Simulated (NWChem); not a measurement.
System: CdNH3; SMILES [CdH][NH2]

NWChem printed, in part:

```
             Northwest Computational Chemistry Package (NWChem) 7.3.0
             --------------------------------------------------------

 CS  symmetry detected

                             Geometry "geometry" -> ""
                             -------------------------

 Output coordinates in angstroms (scale by  1.889725989 to convert to a.u.)

  No.       Tag          Charge          X              Y              Z
 ---- ---------------- ---------- -------------- -------------- --------------
    1 Cd                  48.0000     0.00187450    -0.29902295     0.00000000
    2 H                    1.0000     0.07676499    -1.95172864     0.00000000
    3 N                    7.0000     0.06448440     1.70585619     0.00000000
    4 H                    1.0000    -0.30906584     2.18191849    -0.81815815
    5 H                    1.0000    -0.30906584     2.18191849     0.81815815

 Effective nuclear repulsion energy (a.u.)     132.1720023127

      Symmetry information
      --------------------

 Group name             Cs
 Group number              2
 Group order               2
 No. of unique centers     4

                                 NWChem DFT Module
                                 -----------------

 Summary of "ao basis" -> "ao basis" (spherical)
 ------------------------------------------------------------------------------
       Tag                 Description            Shells   Functions and Types
 ---------------- ------------------------------  ------  ---------------------
 Cd                         def2-svp                11       31   5s3p2d1f
 H                          def2-svp                 3        5   2s1p
 N                          def2-svp                 6       14   3s2p1d

      Symmetry analysis of basis
      --------------------------

        a'         40
        a"         20

            General Information
            -------------------
          SCF calculation type: DFT
          Wavefunction type:  closed shell.
          No. of atoms     :     5
          No. of electrons :    30
           Alpha electrons :    15
            Beta electrons :    15
          Charge           :     0
          Spin multiplicity:     1
          Use of symmetry is: on ; symmetry adaption is: on
          Maximum number of iterations: 150
          AO basis - number of functions:    60
                     number of shells:    26
          Convergence on energy requested:  1.00D-06
          Convergence on density requested:  1.00D-05
          Convergence on gradient requested:  5.00D-04

              XC Information
              --------------
                        M06-L Method XC Functional
                         M06-L Exchange Functional  1.000
                       M06-L Correlation Potential  1.000

             Grid Information
             ----------------
          Grid used for XC integration:  coarse
          Radial quadrature: Mura-Knowles
          Angular quadrature: Lebedev.
          Tag              B.-S. Rad. Rad. Pts. Rad. Cut. Ang. Pts.
          ---              ---------- --------- --------- ---------
          Cd                  1.55      104           8.0       302
          H                   0.35       35          11.0       302
          N                   0.65       35          10.0       302
          Grid pruning is: on
          Number of quadrature shells:   209
          Spatial weights used:  Erf1

      Superposition of Atomic Density Guess
      -------------------------------------

 Sum of atomic energies:        -247.71570464

      Non-variational initial energy
      ------------------------------

 Total energy =    -223.062584
 1-e energy   =    -492.071138
 2-e energy   =     208.764796
 HOMO         =      -0.321558
 LUMO         =       0.005860

      Symmetry analysis of molecular orbitals - initial
      -------------------------------------------------

  Numbering of irreducible representations:

     1 a'          2 a"

  Orbital symmetries:

     1 a'          2 a'          3 a'          4 a"          5 a'
     6 a'          7 a'          8 a"          9 a'         10 a'
    11 a"         12 a"         13 a'         14 a'         15 a'
    16 a'         17 a"         18 a'         19 a'         20 a'
    21 a"         22 a'         23 a'         24 a"         25 a'

     ---------------------------------------------
      Total Density - Mulliken Population Analysis
     ---------------------------------------------

    Atom       Charge   Shell Charges
 -----------   ------   -------------------------------------------------------
    1 Cd  20    19.28  -0.37  1.63  0.74  0.68  0.40  5.95  0.19  0.10  9.10  0.86  0.00
    2 H    1     1.11   0.62  0.49  0.01
    3 N    7     8.05   1.99  1.05  0.52  2.61  1.87  0.01
    4 H    1     0.78   0.61  0.13  0.05
    5 H    1     0.78   0.61  0.13  0.05

   convergence    iter        energy       DeltaE   RMS-Dens  Diis-err
 ---------------- ----- ----------------- --------- --------- ---------
 d= 0,ls=0.0,diis     1   -224.2650036345 -2.85D+02  3.59D-02  4.41D-01
 d= 0,ls=0.0,diis     2   -223.5218542671  7.43D-01  3.00D-02  4.71D+00
 d= 0,ls=0.0,diis     3   -224.3257728512 -8.04D-01  4.34D-03  2.19D-02
 d= 0,ls=0.0,diis     4   -224.3286811811 -2.91D-03  3.33D-03  2.30D-03
 d= 0,ls=0.0,diis     5   -224.3038216036  2.49D-02  2.82D-03  2.23D-02
  Resetting Diis
 d= 0,ls=0.0,diis     6   -224.3101745696 -6.35D-03  1.07D-03  1.28D-02
 d= 0,ls=0.0,diis     7   -224.3119181004 -1.74D-03  8.62D-03  1.07D-02
 d= 0,ls=0.0,diis     8   -224.3188762253 -6.96D-03  2.03D-03  1.05D-02
 d= 0,ls=0.0,diis     9   -224.3198491531 -9.73D-04  1.77D-03  3.89D-03
 d= 0,ls=0.0,diis    10   -224.3204190515 -5.70D-04  2.63D-04  3.61D-04
 d= 0,ls=0.0,diis    11   -224.3204540249 -3.50D-05  1.39D-04  3.96D-05
 d= 0,ls=0.0,diis    12   -224.3204575328 -3.51D-06  3.34D-05  2.06D-06
 d= 0,ls=0.0,diis    13   -224.3204589740 -1.44D-06  7.68D-06  2.11D-07
 d= 0,ls=0.0,diis    14   -224.3204587023  2.72D-07  2.15D-06  5.43D-09

         Total DFT energy =     -224.320458702311
      One electron energy =     -493.262671143534
           Coulomb energy =      232.275351710560
    Exchange-Corr. energy =      -23.576896590540
 Nuclear repulsion energy =       60.243757321202

 Numeric. integr. density =       29.999865488959

                  Occupations of the irreducible representations
                  ----------------------------------------------

                     irrep           alpha         beta
                     --------     --------     --------
                     a'               11.0         11.0
                     a"                4.0          4.0

                       DFT Final Molecular Orbital Analysis
                       ------------------------------------

 Vector   13  Occ=2.000000D+00  E=-3.031518D-01  Symmetry=a'
              MO Center=  6.5D-02,  5.2D-01,  4.7D-15, r^2= 2.5D+00
   Bfn.  Coefficient  Atom+Function         Bfn.  Coefficient  Atom+Function
  ----- ------------  ---------------      ----- ------------  ---------------
     4      0.534946  1 Cd s                  2     -0.344630  1 Cd s
    41      0.326956  3 N  py                19      0.288429  1 Cd d  2
    44     -0.207921  3 N  py                39      0.168081  3 N  s
    17      0.160574  1 Cd d  0               1      0.142132  1 Cd s
    51     -0.136419  4 H  s                 56     -0.136419  5 H  s

 Vector   14  Occ=2.000000D+00  E=-2.706477D-01  Symmetry=a'
              MO Center=  3.2D-02, -7.5D-01,  1.3D-15, r^2= 3.4D+00
   Bfn.  Coefficient  Atom+Function         Bfn.  Coefficient  Atom+Function
  ----- ------------  ---------------      ----- ------------  ---------------
    32      0.371573  2 H  s                 33      0.294805  2 H  s
    41     -0.258226  3 N  py                 4      0.249860  1 Cd s
    39     -0.200525  3 N  s                  7      0.197059  1 Cd py
    44      0.177708  3 N  py                10     -0.161693  1 Cd py
     2     -0.154924  1 Cd s                 38     -0.109904  3 N  s

 Vector   15  Occ=2.000000D+00  E=-1.875910D-01  Symmetry=a'
              MO Center=  8.9D-02,  1.5D+00,  1.0D-15, r^2= 1.5D+00
   Bfn.  Coefficient  Atom+Function         Bfn.  Coefficient  Atom+Function
  ----- ------------  ---------------      ----- ------------  ---------------
    40      0.501793  3 N  px                43     -0.443810  3 N  px
    41      0.189245  3 N  py                44     -0.181647  3 N  py
    15      0.137163  1 Cd d -2              12     -0.126981  1 Cd px
    38     -0.114315  3 N  s                 39     -0.114078  3 N  s
     4      0.104742  1 Cd s                  9     -0.093960  1 Cd px

 Vector   16  Occ=0.000000D+00  E=-1.758894D-02  Symmetry=a"
              MO Center=  8.6D-03, -4.0D-01, -1.5D-13, r^2= 5.2D+00
   Bfn.  Coefficient  Atom+Function         Bfn.  Coefficient  Atom+Function
  ----- ------------  ---------------      ----- ------------  ---------------
    14      0.824580  1 Cd pz                11      0.354740  1 Cd pz
     8     -0.267644  1 Cd pz                52      0.148094  4 H  s
    57     -0.148094  5 H  s                 51      0.075697  4 H  s
    56     -0.075697  5 H  s                 42      0.056263  3 N  pz
    16      0.032247  1 Cd d -1

 Vector   17  Occ=0.000000D+00  E=-8.184480D-03  Symmetry=a'
              MO Center= -6.9D-01, -3.6D-02,  1.5D-13, r^2= 4.4D+00
   Bfn.  Coefficient  Atom+Function         Bfn.  Coefficient  Atom+Function
  ----- ------------  ---------------      ----- ------------  ---------------
     5      0.677594  1 Cd s                 33     -0.498111  2 H  s
    39     -0.440536  3 N  s                  4      0.411558  1 Cd s
    12     -0.403253  1 Cd px                19     -0.236331  1 Cd d  2
    44      0.219693  3 N  py                32     -0.193743  2 H  s
    41     -0.185430  3 N  py                 9     -0.184370  1 Cd px

 Vector   18  Occ=0.000000D+00  E= 2.488294D-03  Symmetry=a'
              MO Center=  6.9D-01, -2.1D-01, -8.1D-15, r^2= 4.8D+00
   Bfn.  Coefficient  Atom+Function         Bfn.  Coefficient  Atom+Function
  ----- ------------  ---------------      ----- ------------  ---------------
    12      0.691455  1 Cd px                39     -0.454738  3 N  s
     5      0.399614  1 Cd s                 33     -0.361369  2 H  s
     9      0.304313  1 Cd px                 4      0.285541  1 Cd s
     6     -0.220721  1 Cd px                52      0.155125  4 H  s
    57      0.155125  5 H  s                 19     -0.142916  1 Cd d  2

     ---------------------------------------------
      Total Density - Mulliken Population Analysis
     ---------------------------------------------

    Atom       Charge   Shell Charges
 -----------   ------   -------------------------------------------------------
    1 Cd  20    19.43  -0.38  1.69  0.70  0.88  0.16  5.99  0.30  0.18  9.01  0.90  0.00
    2 H    1     1.23   0.69  0.54  0.01
    3 N    7     7.59   1.99  1.00  0.55  2.35  1.69  0.01
    4 H    1     0.87   0.72  0.11  0.05
    5 H    1     0.87   0.72  0.11  0.05

     -------------------------------------------
      Total Density - Lowdin Population Analysis
     -------------------------------------------

    Atom       Charge   Shell Charges
 -----------   ------   -------------------------------------------------------
    1 Cd  20    19.60   0.01  1.02  0.94  0.65  0.35  5.65  0.69  0.30  8.63  1.35  0.00
    2 H    1     1.18   0.61  0.54  0.03
    3 N    7     7.33   1.97  0.75  0.49  2.18  1.92  0.02
    4 H    1     0.95   0.61  0.21  0.13
    5 H    1     0.95   0.61  0.21  0.13

     Multipole analysis of the density
     ---------------------------------

     L   x y z        total         alpha         beta         nuclear
     -   - - -        -----         -----         ----         -------
     0   0 0 0      0.000000    -15.000000    -15.000000     30.000000

     1   1 0 0     -0.393439     -0.147128     -0.147128     -0.099184
     1   0 1 0      0.144865     -7.838568     -7.838568     15.822000
     1   0 0 1      0.000000      0.000000      0.000000      0.000000

     2   2 0 0    -21.047838    -10.927653    -10.927653      0.807468
     2   1 1 0     -1.797375      0.422142      0.422142     -2.641659
     2   1 0 1     -0.000000     -0.000000     -0.000000      0.000000
     2   0 2 0    -24.017278    -75.374842    -75.374842    126.732406
     2   0 1 1     -0.000000     -0.000000     -0.000000      0.000000
     2   0 0 2    -18.610780    -11.695799    -11.695799      4.780818

            General Information
            -------------------
          SCF calculation type: DFT
          Wavefunction type:  closed shell.
          No. of atoms     :     5
          No. of electrons :    30
           Alpha electrons :    15
            Beta electrons :    15
          Charge           :     0
          Spin multiplicity:     1
          Use of symmetry is: on ; symmetry adaption is: on
          Maximum number of iterations: 150
          AO basis - number of functions:    60
                     number of shells:    26
          Convergence on energy requested:  1.00D-06
          Convergence on density requested:  1.00D-05
          Convergence on gradient requested:  5.00D-04

              XC Information
              --------------
                        M06-L Method XC Functional
                         M06-L Exchange Functional  1.000
                       M06-L Correlation Potential  1.000

             Grid Information
             ----------------
          Grid used for XC integration:  coarse
          Radial quadrature: Mura-Knowles
          Angular quadrature: Lebedev.
          Tag              B.-S. Rad. Rad. Pts. Rad. Cut. Ang. Pts.
          ---              ---------- --------- --------- ---------
          Cd                  1.55      104           8.0       302
          H                   0.35       35          11.0       302
          N                   0.65       35          10.0       302
          Grid pruning is: on
          Number of quadrature shells:   209
          Spatial weights used:  Erf1

          Convergence Information
          -----------------------
          Convergence aids based upon iterative change in
          total energy or number of iterations.
          Levelshifting, if invoked, occurs when the
          HOMO/LUMO gap drops below (HL_TOL):  1.00D-02
          DIIS, if invoked, will attempt to extrapolate
          using up to (NFOCK): 10 stored Fock matrices.

                    Damping( 0%)  Levelshifting(0.5)       DIIS
                  --------------- ------------------- ---------------
          dE  on:    start            ASAP                start
          dE off:    2 iters        150 iters           150 iters

                            NWChem DFT Gradient Module
                            --------------------------

  charge          =   0.00
  wavefunction    = closed shell

  Using symmetry

                         DFT ENERGY GRADIENTS

    atom               coordinates                        gradient
                 x          y          z           x          y          z
   1 Cd      0.003542  -0.565071   0.000000    0.000813   0.002102   0.000000
   2 H       0.145065  -3.688232   0.000000   -0.000310   0.002730   0.000000
   3 N       0.121858   3.223601   0.000000   -0.002116  -0.004131   0.000000
   4 H      -0.584050   4.123228  -1.546095    0.000807  -0.000350  -0.001041
   5 H      -0.584050   4.123228   1.546095    0.000807  -0.000350   0.001041
```

Level: M06-L/def2-SVP with def2 effective core potentials on Cd. Coordinates come from a PBE0/def2-SVP optimisation. def2 effective core potentials on Cd; no spin-orbit coupling.

Question: Which NWChem input produces such a log?

Answer: One answer among several that fit: the input that was run:
```
start job
memory heap 200 mb stack 900 mb global 1100 mb
geometry units angstroms noautoz
  Cd    -0.001222    -0.217766     0.307048
  H     -0.002285    -1.842772     0.617530
  N     -0.000514     1.775458     0.082286
  H     -0.817643     2.193265    -0.357382
  H      0.818669     2.193141    -0.353633
end
basis spherical
  * library def2-svp
end
ecp
  Cd library def2-ecp
end
dft
  xc m06-l
  grid coarse
  iterations 150
  mulliken
end
task dft gradient
```
